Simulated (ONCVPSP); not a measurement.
# Ag (Z = 47), ONCV: configuration errors across variants

```json
{
  "Element": "silver",
  "Generator": "ONCVPSP 4.0.1",
  "Type": "optimised norm-conserving Vanderbilt (ONCV)",
  "Functional": "PBEsol",
  "Relativity": "fully relativistic",
  "Frozen core": "[Ar] 3d10",
  "Valence charge": "19",
  "Reference configuration": "4s2 4p6 4d10 5s1",
  "Partial waves": "4s+5s: rc 1.45 bohr, ncon 3, nbas 7, qcut 6.6 1/bohr, 3 projectors, debl 2.5 Ha; 4p: rc 1.55 bohr, ncon 4, nbas 7, qcut 9.7 1/bohr, 2 projectors, debl 2.9 Ha; 4d: rc 1.90 bohr, ncon 4, nbas 8, qcut 7.5 1/bohr, 2 projectors, debl 2.8 Ha",
  "Local potential": "polynomial inside 1.20 bohr (lpopt 5, dvloc0 -1 Ha)",
  "Core correction": "polynomial model core, fcfact 0.35"
}
```

Open shells are filled in proportion to 2j + 1.

All-electron excitation energies from the reference (eV): (1) 4s2 4p6 4d10 5s0 7.748; (2) 4s2 4p6 4d9 5s0 29.863; (3) 4s2 4p6 4d8 5s0 66.043; (4) 4s2 4p6 4d9 5s1 5p1 8.602.

Errors AE − PS in meV (a dash: test not solved or not reliable):

| change | (1) | (2) | (3) | (4) | bound ghosts | GHOST(+) flags above zero |
| --- | --- | --- | --- | --- | --- | --- |
| base | +0.4 | +2.2 | +39 | +7.3 | none | s |
| s: qcut 3.9 | +0.2 | +2.3 | +39 | +7.2 | none | s |
| s: qcut 5.3 | +0.1 | +2.2 | +39 | +7.2 | none | s |
| s: qcut 5.8 | +0.2 | +2.2 | +39 | +7.2 | none | s |
| s: qcut 7.8 | +0.8 | +2.3 | +39 | +7.5 | none | s |
| s: qcut 8.5 | +1.0 | +2.4 | +39 | +7.5 | none | s |
| s: qcut 10 | +1.3 | +2.5 | +39 | +7.8 | none | s |

Problem. Give the same row for: s: qcut 7.

Solution. +0.5, +2.3, +39, +7.3; bound ghosts: none; GHOST(+) flags above zero: s.
